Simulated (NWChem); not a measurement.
Program: NWChem. System: H$_{2}$F$_{2}$Si, charge 0, spin multiplicity 1, at a geometry optimised with B3LYP/def2-SVP. The structure started from a generated list of species. Level: PBE0/def2-TZVP.

Part of the output:

```
             Northwest Computational Chemistry Package (NWChem) 7.3.0
             --------------------------------------------------------

                                NWChem Input Module
                                -------------------

 Scaling coordinates for geometry "geometry" by  1.889725989
 (inverse scale =  0.529177249)

 Turning off AUTOSYM since
 SYMMETRY directive was detected!

                             Geometry "geometry" -> ""
                             -------------------------

 Output coordinates in angstroms (scale by  1.889725989 to convert to a.u.)

  No.       Tag          Charge          X              Y              Z
 ---- ---------------- ---------- -------------- -------------- --------------
    1 Si                  14.0000     0.00000000     0.00000000    -0.45750200
    2 F                    9.0000     1.30412400     0.00000000     0.49546200
    3 F                    9.0000    -1.30412400     0.00000000     0.49546200
    4 H                    1.0000     0.00000000    -1.24447700    -1.25664400
    5 H                    1.0000     0.00000000     1.24447700    -1.25664400

 Effective nuclear repulsion energy (a.u.)     116.8040002694

            Nuclear Dipole moment (a.u.)
            ----------------------------
        X                 Y               Z
 ---------------- ---------------- ----------------
     0.0000000000     0.0000000000    -0.0000000000

      Symmetry information
      --------------------

 Group name             C2v
 Group number             16
 Group order               4
 No. of unique centers     3

      Symmetry unique atoms

     1    2    4


 Summary of "ao basis" -> "" (spherical)
 ------------------------------------------------------------------------------
       Tag                 Description            Shells   Functions and Types
 ---------------- ------------------------------  ------  ---------------------
 *                         def2-tzvp                  on all atoms

                                 NWChem DFT Module
                                 -----------------

 Summary of "ao basis" -> "ao basis" (spherical)
 ------------------------------------------------------------------------------
       Tag                 Description            Shells   Functions and Types
 ---------------- ------------------------------  ------  ---------------------
 Si                        def2-tzvp                13       37   5s5p2d1f
 F                         def2-tzvp                11       31   5s3p2d1f
 H                         def2-tzvp                 4        6   3s1p

 Summary of "ao basis" -> "ao basis" (spherical)
 ------------------------------------------------------------------------------
       Tag                 Description            Shells   Functions and Types
 ---------------- ------------------------------  ------  ---------------------
 Si                        def2-tzvp                13       37   5s5p2d1f
 F                         def2-tzvp                11       31   5s3p2d1f
 H                         def2-tzvp                 4        6   3s1p

      Symmetry analysis of basis
      --------------------------

        a1         42
        a2         14
        b1         31
        b2         24

            General Information
            -------------------
          SCF calculation type: DFT
          Wavefunction type:  closed shell.
          No. of atoms     :     5
          No. of electrons :    34
           Alpha electrons :    17
            Beta electrons :    17
          Charge           :     0
          Spin multiplicity:     1
          Use of symmetry is: on ; symmetry adaption is: on
          Maximum number of iterations: 100
          AO basis - number of functions:   111
                     number of shells:    43
          Convergence on energy requested:  1.00D-06
          Convergence on density requested:  1.00D-05
          Convergence on gradient requested:  5.00D-04

              XC Information
              --------------
                         PBE0 Method XC Functional
                     Hartree-Fock (Exact) Exchange  0.250
          PerdewBurkeErnzerhof Exchange Functional  0.750
[...]
     1 a1          2 a1          3 b1          4 a1          5 b1
     6 a1          7 b2          8 a1          9 b1         10 a1
    11 b1         12 a1         13 b2         14 a2         15 b1
    16 a1         17 b2         18 b1         19 a1         20 a1
    21 b2         22 b2         23 a1         24 b1         25 a1
    26 a2         27 b2

------------------------------------------------------------
EAF file 0: "./mol.aoints.0" size=524288 bytes
------------------------------------------------------------
               write      read    awrite     aread      wait
               -----      ----    ------     -----      ----
     calls:        1         0         0         0         0
   data(b): 5.24e+05  0.00e+00  0.00e+00  0.00e+00
   time(s): 0.00e+00  0.00e+00  0.00e+00  0.00e+00  0.00e+00
rate(mb/s): 0.00e+00  0.00e+00
------------------------------------------------------------

   convergence    iter        energy       DeltaE   RMS-Dens  Diis-err    time
 ---------------- ----- ----------------- --------- --------- ---------  ------
 d= 0,ls=0.0,diis     1   -490.2076304655 -6.07D+02  7.31D-03  9.53D-01     2.5
 d= 0,ls=0.0,diis     2   -490.1560135541  5.16D-02  3.92D-03  1.74D+00     2.7
 d= 0,ls=0.0,diis     3   -490.2884621761 -1.32D-01  6.19D-04  2.26D-02     3.0
 d= 0,ls=0.0,diis     4   -490.2898144858 -1.35D-03  2.04D-04  1.12D-03     3.3
 d= 0,ls=0.0,diis     5   -490.2899228964 -1.08D-04  2.03D-05  3.08D-05     3.5
  Resetting Diis
 d= 0,ls=0.0,diis     6   -490.2899252227 -2.33D-06  1.93D-06  2.28D-07     3.8
 d= 0,ls=0.0,diis     7   -490.2899252365 -1.38D-08  5.78D-07  6.89D-09     4.0

         Total DFT energy =     -490.289925236515
      One electron energy =     -913.948987449342
           Coulomb energy =      349.229915699484
    Exchange-Corr. energy =      -42.374853756068
 Nuclear repulsion energy =      116.804000269411

 Numeric. integr. density =       33.999993077989

     Total iterative time =      3.1s

                  Occupations of the irreducible representations
                  ----------------------------------------------

                     irrep           alpha         beta
                     --------     --------     --------
                     a1                8.0          8.0
                     a2                1.0          1.0
                     b1                5.0          5.0
                     b2                3.0          3.0

                       DFT Final Molecular Orbital Analysis
                       ------------------------------------

 Vector   15  Occ=2.000000D+00  E=-4.453962D-01  Symmetry=b1
              MO Center=  1.5D-14, -3.5D-15,  4.4D-01, r^2= 2.2D+00
   Bfn.  Coefficient  Atom+Function         Bfn.  Coefficient  Atom+Function
  ----- ------------  ---------------      ----- ------------  ---------------
    43      0.271992  2 F  px                74      0.271992  3 F  px
    45     -0.229052  2 F  pz                76      0.229052  3 F  pz
    46      0.222984  2 F  px                77      0.222984  3 F  px
    48     -0.191392  2 F  pz                79      0.191392  3 F  pz
    49      0.137033  2 F  px                80      0.137033  3 F  px

 Vector   16  Occ=2.000000D+00  E=-4.359023D-01  Symmetry=a1
              MO Center=  9.3D-15,  2.2D-14, -2.8D-01, r^2= 2.7D+00
   Bfn.  Coefficient  Atom+Function         Bfn.  Coefficient  Atom+Function
  ----- ------------  ---------------      ----- ------------  ---------------
    45      0.263906  2 F  pz                76      0.263906  3 F  pz
    48      0.217762  2 F  pz                79      0.217762  3 F  pz
     4      0.176816  1 Si s                 17     -0.167053  1 Si pz
   101      0.140367  4 H  s                107      0.140367  5 H  s
     5      0.137122  1 Si s                 51      0.129939  2 F  pz

 Vector   17  Occ=2.000000D+00  E=-3.664374D-01  Symmetry=b2
              MO Center=  1.5D-14, -3.2D-15, -8.1D-01, r^2= 2.5D+00
   Bfn.  Coefficient  Atom+Function         Bfn.  Coefficient  Atom+Function
  ----- ------------  ---------------      ----- ------------  ---------------
    16      0.258198  1 Si py               101     -0.217476  4 H  s
   107      0.217476  5 H  s                 44     -0.170521  2 F  py
    75     -0.170521  3 F  py               102     -0.168562  4 H  s
   108      0.168562  5 H  s                 47     -0.140915  2 F  py
    78     -0.140915  3 F  py               100     -0.136716  4 H  s

 Vector   18  Occ=0.000000D+00  E= 6.653246D-03  Symmetry=b1
              MO Center=  4.9D-16,  1.6D-15, -9.0D-01, r^2= 3.7D+00
   Bfn.  Coefficient  Atom+Function         Bfn.  Coefficient  Atom+Function
  ----- ------------  ---------------      ----- ------------  ---------------
    18      0.881129  1 Si px                29      0.233929  1 Si d  1
    15      0.214828  1 Si px                42     -0.198186  2 F  s
    73      0.198186  3 F  s                 12      0.133052  1 Si px
    45      0.115613  2 F  pz                76     -0.115613  3 F  pz
    24      0.114004  1 Si d  1              51      0.103053  2 F  pz

 Vector   19  Occ=0.000000D+00  E= 1.800189D-02  Symmetry=a1
              MO Center=  1.3D-14, -2.7D-14, -3.6D-01, r^2= 4.0D+00
   Bfn.  Coefficient  Atom+Function         Bfn.  Coefficient  Atom+Function
  ----- ------------  ---------------      ----- ------------  ---------------
    20      1.040032  1 Si pz               102      0.416817  4 H  s
   108      0.416817  5 H  s                 42     -0.246371  2 F  s
    73     -0.246371  3 F  s                 17      0.242215  1 Si pz
    28     -0.175070  1 Si d  0               4      0.136312  1 Si s
    30     -0.135930  1 Si d  2              49      0.116810  2 F  px

 Vector   20  Occ=0.000000D+00  E= 6.560956D-02  Symmetry=a1
              MO Center=  5.9D-15, -1.1D-15, -1.2D+00, r^2= 4.3D+00
   Bfn.  Coefficient  Atom+Function         Bfn.  Coefficient  Atom+Function
  ----- ------------  ---------------      ----- ------------  ---------------
     5      2.021899  1 Si s                102     -1.341371  4 H  s
   108     -1.341371  5 H  s                  4      0.557987  1 Si s
     3     -0.297595  1 Si s                 17     -0.290191  1 Si pz
    20     -0.269869  1 Si pz                42     -0.244888  2 F  s
    73     -0.244888  3 F  s                 49      0.095104  2 F  px

 center of mass
 --------------
 x =   0.00000000 y =   0.00000000 z =   0.09710024

 moments of inertia (a.u.)
 ------------------
          76.094195230460           0.000000000000           0.000000000000
           0.000000000000         295.718120031161           0.000000000000
           0.000000000000           0.000000000000         241.919390038165

     Multipole analysis of the density
     ---------------------------------

     L   x y z        total         alpha         beta         nuclear
     -   - - -        -----         -----         ----         -------
     0   0 0 0     -0.000000    -17.000000    -17.000000     34.000000

     1   1 0 0     -0.000000     -0.000000     -0.000000      0.000000
     1   0 1 0     -0.000000     -0.000000     -0.000000      0.000000
     1   0 0 1     -0.650699     -0.325350     -0.325350     -0.000000

     2   2 0 0    -19.619243    -64.470670    -64.470670    109.322096
     2   1 1 0     -0.000000     -0.000000     -0.000000      0.000000
     2   1 0 1     -0.000000     -0.000000     -0.000000      0.000000
     2   0 2 0    -16.961093    -14.011136    -14.011136     11.061179
     2   0 1 1      0.000000      0.000000      0.000000      0.000000
     2   0 0 2    -17.122948    -27.322611    -27.322611     37.522273

 Task  times  cpu:        4.0s     wall:        4.0s

 Total times  cpu:        4.1s     wall:        4.1s
```

Question: Write an NWChem input that would produce this output.

Answer: Several could match; the one computed here: 
```
start mol
memory heap 200 mb stack 900 mb global 1100 mb
geometry units angstroms nocenter noautoz
  Si     0.000000     0.000000    -0.457502
  F      1.304124     0.000000     0.495462
  F     -1.304124     0.000000     0.495462
  H      0.000000    -1.244477    -1.256644
  H      0.000000     1.244477    -1.256644
  symmetry group C2v
end
basis spherical
  * library def2-tzvp
end
dft
  xc pbe0
  semidirect memsize 60000000 filesize 0
  iterations 100
end
task dft energy
```
